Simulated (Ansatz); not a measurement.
`C=[N][SbH][OH]` → C• + 4 H• + N• + O• + Sb•  (atomization)

Gas-phase electronic energies from Ansatz, PBE0-D4/def2-TZVP geometries. CCSD(T)/CBS adds triple-zeta CCSD(T) − MP2 to the extrapolated MP2 energy (def2 sets, frozen cores). This one scheme is used for every species, atoms too. Functionals use def2-TZVPP. No spin–orbit coupling; open shells (•) take unrestricted orbitals. Spin–orbit coupling would lower the free atoms: a little for C, O. def2 core potentials past Kr. Bonds to Sb are less sure, by a few kJ/mol each and by 10 to 20 or more in all where they break to atoms, as the def2 sets lack core-valence functions. Each species was taken in one conformer, which may not be the lowest.

CCSD(T)/CBS gives +2690.6 kJ/mol.

**Question.** Another level gave +2577.9 kJ/mol. Which?
A. r2SCAN0-D4/def2-TZVPP
B. BLYP/def2-TZVPP
C. LDA (SPW92)/def2-TZVPP
D. MP2/def2-TZVPP

**Answer.** A. r2SCAN0-D4 2577.9, MP2/def2-TZVPP 2621.2, BLYP 2712.3, LDA (SPW92) 3172.9 kJ/mol.

Largest T1 diagnostic among the species: 0.015.

From BLYP to BHLYP (50 % exact exchange), in def2-TZVPP and without D4, ΔE moves by −181.4 kJ/mol: exact exchange takes away binding that semilocal exchange gives to molecules. At CCSD(T), def2-SVP lies −271.5 kJ/mol from the extrapolated value and def2-TZVPP −107.6 kJ/mol: correlation converges slowly with the basis, and small sets miss more of it in the bonded molecule than in its fragments.

For atomizations the MP2-based limit and the directly extrapolated one differ by several kJ/mol either way, and by 10 to 25 for some Ge, Se and Sn compounds, so smaller differences from it don't rank the levels.
